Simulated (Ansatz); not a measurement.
Relaxation of CH5GaO (8 atoms, charge 0, multiplicity 1), to a largest force component of 0.03 eV/Å in at most 50 steps.

These are results of RKS PBE/def2-SVP in Ansatz, not measurements.

```xyz
8
Properties=species:S:1:pos:R:3
Ga -0.977 0.960 0.318
H 1.515 0.313 1.347
C 2.056 -0.004 0.432
H 1.459 -0.760 -0.115
H 2.219 0.879 -0.219
H 3.036 -0.436 0.721
O -1.373 -0.457 -0.762
H -0.974 -1.343 -0.842
```

Task: Where does it end, and by what steps?

Result: The run converged. The force dipped under the threshold on the way, but the program's further checks kept it going. After 27 steps the energy has fallen by 0.111 eV; Ga1 moved furthest, 2.01 Å.

```csv
step,energy less start (eV),largest force component (eV/Å),accepted
0,0.0000,0.184,yes
1,-0.0312,0.165,yes
2,-0.0394,0.360,yes
3,-0.0489,0.138,yes
4,-0.0502,0.464,yes
5,-0.0581,0.413,yes
6,-0.0643,0.239,yes
7,-0.0718,0.119,yes
8,-0.0783,0.060,yes
9,-0.0723,0.498,no
10,-0.0813,0.043,yes
11,-0.0838,0.149,yes
12,-0.0878,0.176,yes
13,-0.0919,0.208,yes
14,-0.0968,0.122,yes
15,-0.1010,0.049,yes
16,-0.1000,0.376,no
17,-0.1039,0.021,yes
18,-0.1050,0.185,yes
19,-0.1067,0.121,yes
20,-0.1076,0.103,yes
21,-0.1084,0.152,yes
22,-0.1097,0.041,yes
23,-0.1101,0.003,yes
24,-0.1005,0.806,no
25,-0.1102,0.145,yes
26,-0.1104,0.049,yes
27,-0.1105,0.001,yes
```

```xyz
8
Properties=species:S:1:pos:R:3
Ga -2.747 0.581 -0.560
H 2.429 0.147 1.581
C 2.328 -0.017 0.492
H 1.257 0.004 0.210
H 2.870 0.782 -0.048
H 2.771 -0.997 0.229
O -1.102 -0.209 -0.441
H -0.846 -1.139 -0.581
```

Whether the end is a true minimum wasn't checked by a vibrational analysis.

Time of the run: 36 s on 2 threads of Arm Neoverse V1 (shared host), peak memory 0.12 GiB.
